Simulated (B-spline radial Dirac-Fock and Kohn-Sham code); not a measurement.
## How the settings move the core levels of Hf²⁺

ΔSCF core binding energies without Breit or QED terms, calculated with a radial finite-basis atomic code. Keys: rel is the Hamiltonian (dirac, or spin-free x2c and nr, where L3 and M5 stand for the whole 2p and 3d shells), method is hf or an exchange,correlation pair (spin-unpolarised, also for the hole states), nuc the nuclear model, radius_factor scales its radius, rmax is the box in bohr, h the logarithmic mesh step, order the B-spline order, points the quadrature points per cell, c_factor scales the speed of light, and damp, ndamp, maxit and tol steer the iteration. The run stops when the commutator error falls below 10·tol·max(1, Z/10), or the numerical noise floor, and the energy has settled to about 1e-8 Ha; the virial ratio is −V/T.

Base input:

```json
{"items": [{"Z": 72, "q": 2, "cfg": [[1, 0, 2], [2, 0, 2], [2, 1, 6], [3, 0, 2], [3, 1, 6], [3, 2, 10], [4, 0, 2], [4, 1, 6], [4, 2, 10], [4, 3, 14], [5, 0, 2], [5, 1, 6], [5, 2, 2]], "A": 180, "rrms": 5.347, "do": "settings", "holes": ["K", "L3", "M5"],
  "settings": [{"rel": "dirac", "method": "hf", "nuc": "fermi", "radius_factor": 1.0, "rmax": 45.0, "h": 0.3, "order": 8, "points": 10, "c_factor": 1.0, "maxit": 60, "damp": 0.5, "ndamp": 3, "tol": 1e-08}]}]}
```

The ground state converged in 11 iterations, with total energy -15088.03527 Ha, virial ratio 1.89452 and highest orbital energy -20.99 eV. ΔSCF binding energies: K (1s) 65681.9 eV, L3 (2p3/2) 9608.2 eV, M5 (3d5/2) 1686.6 eV.

Changes from the base run:

```
                         changed setting  Δ total energy (Ha)  Δ K (eV)  Δ L3 (eV)  Δ M5 (eV)  iterations
                     radius_factor = 1.2             +0.74517     -8.31      +0.05      +0.01          11
                               order = 5             +0.00713     +0.01      +0.01      +0.01          11
     rel = "x2c"; rmax = 80.0; order = 5            +15.22821    -71.03    +358.26     +22.14          11
                          c_factor = 0.9           -217.78293  +1438.20      +5.69      -9.64          10
                             tol = 1e-06              0.00000      0.00       0.00       0.00           8
method = "rpbe,pbe"; h = 0.5; damp = 0.0             -6.71339    +49.18     -36.29     -10.19          13
                     method = "rpbe,pbe"                    ?         ?          ?          ?           ?
```

**Question.** What does the change method = "rpbe,pbe" do?

**Answer.** The total energy moves by -7.24073 Ha and the binding energies by K +48.85 eV, L3 -36.62 eV, M5 -10.92 eV; the run takes 10 iterations.
